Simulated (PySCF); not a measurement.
# Ta⁶⁵⁺: ionisation energy

Ta⁶⁵⁺ [He] 2s2 2p4 [2p1/2^2 2p3/2^2, M_J = 2] → Ta⁶⁶⁺ [He] 2s2 2p3 [2p1/2^2 2p3/2^1, M_J = 3/2], as a difference of total energies. All numbers are calculated (PySCF 2.14, the two-component X2C-1e Hamiltonian, in an uncontracted even-tempered set (17 s from 49 bohr⁻², ratio 2.4; 13 p from 64 bohr⁻², ratio 2.4; 5 d from 220 bohr⁻², ratio 2.6; 4 f from 330 bohr⁻², ratio 2.6)). Correlated levels: nothing frozen; the 30 highest virtual spinors dropped. "Screened" scales the spin-orbit matrix elements by Boettger's factors to mimic the two-electron term; Breit and QED terms are absent.

| method | ionisation energy (eV) |
| --- | --- |
| GHF (spin-free) | 16179.0 |
| GMP2 (spin-free) | 16180.8 |
| GHF (screened spin-orbit) | 15834.9 |
| GMP2 (screened spin-orbit) | 15835.1 |

For this ion Breit and QED terms and the two-electron picture change, all absent here, outweigh the correlation shift from GHF to GMP2.

The spin-free rows relax to the high-spin LS determinant and lack the spin-orbit shift.

The labels give the starting determinants; with spin-orbit coupling the two ends relaxed to ⟨J²⟩ = 6.00, ⟨L²⟩ = 3.30, ⟨S²⟩ = 1.38 and ⟨J²⟩ = 3.75, ⟨L²⟩ = 2.60, ⟨S²⟩ = 1.46.

For comparison: 15820 ± 30 eV (theoretical estimate listed by NIST; NIST Atomic Spectra Database, ionization energies).
